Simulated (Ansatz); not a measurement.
Ideal-gas functions of Br$_{3}$HOSi, SMILES `O[Si](Br)(Br)Br` at 500 K and 1 bar, from an Ansatz frequency run at PBE0-D4/def2-TZVP.

Molar mass 284.8 g/mol, point group Cs (symmetry number 1), electronic degeneracy 1, moments of inertia 605.655, 620.101, 1029.41 u Å². Harmonic wavenumbers (cm⁻¹, unscaled): 90, 105, 161, 166, 225, 250, 323, 499, 505, 820, 957, 3896.

Use S(trans) = R[1.5 ln M + 2.5 ln T − 1.1517]; rotational temperatures θ = 24.2544 K / I; S(rot) = R[ln(√π/σ · √(T³/θAθBθC)) + 1.5]; for each mode x = 1.438777 ν̃/T, S = R[x/(eˣ − 1) − ln(1 − e⁻ˣ)] and H = RT x/(eˣ − 1); 1 cm⁻¹ = 0.0119627 kJ/mol; R = 8.31446 J/(mol·K).

Problem. By hand: the entropy, in J/(mol·K).

Solution. Translation 190.1. Rotation: θ = 0.04, 0.0391, 0.0236 K, giving 137.2. Vibration, mode by mode: 19.57, 18.30, 14.79, 14.54, 12.07, 11.23, 9.22, 5.99, 5.90, 2.87, 2.10, 0.00, in all 116.6. Electronic 0.0. Sum 443.9 J/(mol·K).

Problem. By hand: H − E and G − E in kJ/mol, counted from the electronic energy.

Solution. Zero-point energy ½ × 7997 × 0.0119627 = 47.8; thermal vibration 27.5; translation, rotation and pV give 4 RT = 16.6. H − E = 91.9 kJ/mol, and G − E = 91.9 − 500 × 443.9/1000 = -130.0 kJ/mol.

Vibration gives 26 % of the entropy, 37.9 J/(mol·K) of it from the modes under 150 cm⁻¹: soft modes count most, and the harmonic formula is weakest for them. The sum counts one conformer and one mirror image; others add a mixing term.
